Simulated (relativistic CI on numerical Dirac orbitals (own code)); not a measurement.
# W³⁺: 5p photoemission

Computed with this model: Dirac-Coulomb-Breit CI, orbitals from a KLI potential per configuration, QED by a radiative potential, valence Slater integrals scaled by 0.7, multiplet model of photoemission in the sudden approximation; configurations [Xe] 4f14 5d3 → [Kr] 4d10 4f14 5s2 5p5 5d3; 80 K; Lorentzian 1.5 eV and Gaussian 0.6 eV FWHM. Energies are those of the free ion, without screening or charge transfer. The energies are binding energies and can lie tens of eV above those of solids. S is read from ⟨S²⟩ = S(S + 1).

Field parameters in Wybourne normalisation: D4h B²₀ = −7Ds, B⁴₀ = 21(Dq − Dt), B⁴₄ = 21√(5/14) Dq. The field is a parameter set, without covalency.

Computed curve for D4h, 10Dq = 20100, Ds = -1500, Dt = 680 cm⁻¹, scaled to 100 at the maximum (points under 2 are left out and the grid is thinned):

(Energy (eV), Intensity): (68.0, 2.1), (68.8, 2.6), (69.4, 3.2), (70.2, 4.3), (70.8, 5.5), (71.6, 8.5), (72.2, 12.6), (73.0, 25.3), (73.8, 62.1), (74.4, 96.6), (75.2, 90.4), (75.8, 71.9), (76.6, 48.0), (77.2, 36.7), (78.0, 26.1), (78.6, 19.7), (79.4, 15.6), (80.2, 16.8), (80.8, 17.9), (81.6, 15.7), (82.2, 13.7), (83.0, 12.2), (83.6, 11.2), (84.4, 10.8), (85.2, 12.4), (85.8, 17.2), (86.6, 32.5), (87.2, 39.2), (88.0, 26.6), (88.6, 20.7), (89.4, 16.9), (90.0, 14.7), (90.8, 13.1), (91.6, 14.3), (92.2, 15.2), (93.0, 10.8), (93.6, 7.3), (94.4, 4.5), (95.0, 3.2), (95.8, 2.1)

The ground state has S = 1.38, and the centroid lies at 79.83 eV.
